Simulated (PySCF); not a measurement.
**Correlation energy of V (vanadium, neutral)**

[Ar] 3d4 4s1, high-spin 6D determinant (an excited configuration). Calculation: PySCF 2.14, in ANO-RCC-VTZP (6s5p3d2f1g, 59 functions); the spin-free X2C one-electron Hamiltonian (Gaussian nucleus). Frozen: [Ne]; 13 electrons correlated.

| level | correlation energy (mhartree) |
| --- | --- |
| CCSD | -399.96 |
| (T) | -10.71 |
| CCSD(T) | -410.67 |

Diagnostics: T1 = 0.017, D1 = 0.0570, largest double amplitude 0.037.

Is a single reference adequate?

Yes: T1 lies below 0.03 and no double amplitude reaches 0.07.
